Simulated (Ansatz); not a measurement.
System: PbCl, charge 0, multiplicity 2. SMILES: [Cl][Pb]
Geometry: optimised at B3LYP-D3(BJ)/def2-TZVP (Ansatz, an electronic-structure program).

Quantity: vertical ionisation energy (to the singlet state of charge +1; each state is the SCF solution reached for its spin), in eV. Cores are frozen in the correlated levels unless marked. UHF or UKS for open shells. No spin-orbit coupling. The frozen core is the preceding noble-gas configuration, with the filled d and f shells of earlier blocks. In def2 rows, elements after Kr have scalar-relativistic effective core potentials. CBS marks a two-point X^-3 extrapolation of the correlation energy; Hartree-Fock from the larger set.

| level | program | vertical ionisation energy (eV) |
|---|---|---|
| PBE/def2-TZVPD | Ansatz | 6.84 |
| r2SCAN/def2-TZVPD | Ansatz | 7.02 |

Task: Estimate the value at CCSD(T)/CBS(def2-TZVPPD,def2-QZVPPD) as computed with Ansatz.

Result: 6.91 eV
